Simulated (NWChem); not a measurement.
Molecule: C3H5ClSi; SMILES C#C[Si@@H](C)Cl

```xyz
10

C      0.8753     2.6476    -0.2441
C      0.3900     1.5666     0.0331
Si    -0.3727    -0.0462     0.4517
C     -2.0099    -0.2414    -0.4134
Cl     0.9122    -1.5564    -0.1610
H      1.3093     3.6016    -0.4890
H     -0.5005    -0.1483     1.9306
H     -2.4578    -1.2181    -0.1762
H     -1.8786    -0.1715    -1.5034
H     -2.7042     0.5513    -0.0937
```
Atoms are numbered in this order, from 1.

Results from NWChem. The geometry was optimised at PBE0/def2-SVP. Isolated, static molecule.

GIAO at PBE0/pcSseg-1: principal shieldings of C4 are 169.9, 182.7, 190.6 ppm; an isolated tetramethylsilane molecule has σ = 184.4 ppm at the same levels.

Task: Find the isotropic 13C shift, its principal values, the span and the skew.

Result: 
1. σ(iso) = one third of the sum = 181.1 ppm.
2. δ = σ(reference) − σ = 3.3 ppm against tetramethylsilane.
3. δ11, δ22, δ33 = 14.5, 1.7, -6.2 ppm.
4. Span Ω = δ11 − δ33 = 20.7 ppm; skew κ = 3(δ22 − δ(iso))/Ω = -0.24.
